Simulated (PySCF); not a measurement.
Simulated Si 2p region for `CC(=O)[SiH2][AsH2]`, binding energy against the vacuum level.

Every computed line was given a Gaussian of 0.4 eV full width at half maximum and an area set by the number of equivalent atoms (split 2:1 within a doublet); the highest printed point is 100. Level of theory: delta-SCF UKS SCAN, pcX-2 on the ionised atom, pcseg-1 elsewhere, spin-free X2C in PySCF 2.14.0.

| binding energy (eV) | intensity |
| --- | --- |
| 106.1 | 1 |
| 106.2 | 4 |
| 106.3 | 14 |
| 106.4 | 38 |
| 106.5 | 74 |
| 106.6 | 100 |
| 106.7 | 96 |
| 106.8 | 66 |
| 106.9 | 37 |
| 107.0 | 26 |
| 107.1 | 35 |
| 107.2 | 49 |
| 107.3 | 50 |
| 107.4 | 37 |
| 107.5 | 19 |
| 107.6 | 7 |
| 107.7 | 2 |
| 107.8 | 0 |

Count the maxima, the lines and the sites behind this envelope.

The curve has 2 maxima (at 106.6 and 107.3 eV). Under it lie 2 lines from 1 inequivalent silicon site, drawn as a 2p3/2, 2p1/2 pair.

Decompose the envelope and assign each component. Numbering: `[CH3:1][C:2](=[O:3])[SiH2:4][AsH2:5]`.

```
position (eV)  relative area      line  atoms   environment
       106.64           0.67  Si 2p3/2    Si4  SiH2 silicon
       107.26           0.33  Si 2p1/2    Si4  SiH2 silicon
```

What are the centre and the root-mean-square width of the whole band?

The area-weighted mean of the lines is 106.85 eV. Their own spread about it is 0.29 eV (rms) and each Gaussian has σ = 0.4/2.355 = 0.17 eV; the variances add, which gives 0.34 eV.

The curve has no shake-up lines and no vibrational structure. The 2p values add to the ΔSCF energy of one spin-free hole a correction within the shell (spin–orbit coupling, ligand field). 2p1/2 minus 2p3/2 (ligand field included): Si 0.62 eV. The structure is a single PBE0-D3(BJ)/def2-SVP conformer in the gas phase; no vibrational or solvent corrections.

Conformer computed: `[CH3:1][C:2](=[O:3])[SiH2:4][AsH2:5]`: C1–C2–Si4–As5 -178°, H–As5–Si4–C2 166°, H–As5–Si4–C2 74°.
